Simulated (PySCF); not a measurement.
# Correlation energy of Mg²⁺ (magnesium, charge +2)

[Ne], closed-shell 1S. Computed with PySCF 2.14 in cc-pVDZ-DK (4s3p1d, 18 functions), with the spin-free X2C one-electron Hamiltonian (Gaussian nucleus). Frozen: [He] 2s2; 6 electrons correlated.

Total MP2 correlation energy: -1.72 mhartree.

Same-spin part -0.50 and opposite-spin part -1.22 mhartree; SCS-MP2 scales them by 1/3 and 6/5 to -1.63 mhartree.

```csv
level,correlation energy (mhartree)
CCSD,-1.67
(T),-0.03
CCSD(T),-1.70
```

Diagnostics: T1 = 0.00082, D1 = 0.0012, largest double amplitude 0.003.

Cost of the coupled-cluster step: 0.02 s of wall time on 1 thread of Intel(R) Xeon(R) 6975P-C (shared host), for 6 correlated electrons.
